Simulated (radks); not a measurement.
Values are calculated unless marked as measured or tabulated.
Question: Ionisation of Sc+, [Ar] 3d1 4s1, to Sc2+, [Ar] 3d1, under several functionals. Scalar-relativistic Kohn-Sham, spin-polarised, spherical densities, finite nucleus; open shells are filled with parallel spins first; a radial shooting solver on a logarithmic mesh with Libxc functionals. The NIST Atomic Spectra Database gives 12.800 eV (measured). Rank these functionals by the error of their Delta-SCF ionisation energy: BLYP; PBE; exchange-only LDA; MS2 meta-GGA; PW91; revPBE.

Answer: From best to worst: exchange-only LDA 12.741 eV (-0.059); MS2 meta-GGA 12.976 eV (+0.176); revPBE 13.043 eV (+0.243); PBE 13.151 eV (+0.351); BLYP 13.174 eV (+0.374); PW91 13.192 eV (+0.392). Open shells are spherical and high-spin; term and fine-structure splittings are not resolved.
